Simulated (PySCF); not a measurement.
Vertical excitations of a molecule C6H18OSi2 from TDA-B3LYP/def2-SVP in PySCF, as energy in eV (oscillator strength): 7.47 (0.060), 7.63 (0.065), 8.19 (0.000), 8.20 (0.002), 8.23 (0.023), 8.36 (0.001). Lowest triplet (TDA): 7.32 eV. Coordinates come from a B3LYP-D3(BJ)/def2-SVP optimisation. The values are those of a single conformer.

### Question
Identify the compound among the candidates.
A) C[SiH](C)CC[Si](C)(C)O
B) CO[Si](C)(C)[Si](C)(C)C
C) C[Si](C)(C)O[Si](C)(C)C
D) C[Si](C)(C)C[Si](C)(C)O

### Answer
C, C[Si](C)(C)O[Si](C)(C)C
